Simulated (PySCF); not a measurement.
From a log to its input

A PySCF 2.14 run on the atoms Ge 0 0 0; S 0 0 2.145 (angstrom) printed this (some set-up lines and the per-cycle HOMO/LUMO lines with their warnings removed):

```
PySCF version 2.14.0


nuclear repulsion = 126.311763165986
number of shells = 18
number of NR pGTOs = 136
number of NR cGTOs = 40
basis = 6-31g
ecp = {}

******** <class 'pyscf.scf.uhf.UHF'> ********
method = UHF
initial guess = minao
damping factor = 0
level_shift factor = 0
DIIS = <class 'pyscf.scf.diis.CDIIS'>
SCF conv_tol = 1e-09
SCF max_cycles = 50
number electrons alpha = 24  beta = 24
init E= -2471.72088829434
cycle= 1 E= -2472.4489978566  delta_E= -0.728  |g|= 0.28  |ddm|= 1.12
cycle= 2 E= -2472.43314510973  delta_E= 0.0159  |g|= 0.362  |ddm|= 0.966
cycle= 3 E= -2472.53621208381  delta_E= -0.103  |g|= 0.0214  |ddm|= 0.478
cycle= 4 E= -2472.53647654504  delta_E= -0.000264  |g|= 0.00735  |ddm|= 0.037
cycle= 5 E= -2472.53652721343  delta_E= -5.07e-05  |g|= 0.00203  |ddm|= 0.0213
cycle= 6 E= -2472.53653329018  delta_E= -6.08e-06  |g|= 0.000904  |ddm|= 0.00602
cycle= 7 E= -2472.53653520071  delta_E= -1.91e-06  |g|= 0.000284  |ddm|= 0.00366
cycle= 8 E= -2472.53653548937  delta_E= -2.89e-07  |g|= 2.79e-05  |ddm|= 0.00195
cycle= 9 E= -2472.53653549179  delta_E= -2.42e-09  |g|= 1.11e-05  |ddm|= 0.000171
cycle= 10 E= -2472.53653549245  delta_E= -6.68e-10  |g|= 1.01e-05  |ddm|= 4.37e-05
Extra cycle  E= -2472.53653549293  delta_E= -4.77e-10  |g|= 9.94e-06  |ddm|= 2.86e-05
converged SCF energy = -2472.53653549293  <S^2> = 3.0236384e-06  2S+1 = 1.000006

******** <class 'pyscf.grad.uhf.Gradients'> for <class 'pyscf.scf.uhf.UHF'> ********
unit = Eh/Bohr
--------------- UHF gradients ---------------
         x                y                z
0 Ge    -0.0000000000     0.0000000000    -0.0347191217
1 S     0.0000000000    -0.0000000000     0.0347191217
----------------------------------------------
Dipole moment(X, Y, Z, Debye): -0.00000,  0.00000, -4.27944
orbital energies (hartree): [array([-0.3771, -0.3645, -0.3645, -0.0056, -0.0056,  0.1107]), array([-0.3771, -0.3648, -0.3648, -0.0055, -0.0055,  0.1107])]
```

Q: Write the input that gave this log.

A: The input was:

```python
from pyscf import gto, scf

mol = gto.M(
    atom='Ge 0 0 0; S 0 0 2.145',
    basis='6-31g',
    charge=0,
    spin=0,
    verbose=4,
)
mf = scf.UHF(mol)
mf.kernel()
mf.nuc_grad_method().kernel()
mf.dip_moment()
print('orbital energies (hartree):', [e[max(0, n-3):n+3].round(4) for e, n in zip(mf.mo_energy, mol.nelec)])
```

The bond length is a typed value, not an optimised one. No search for the lowest solution was made.
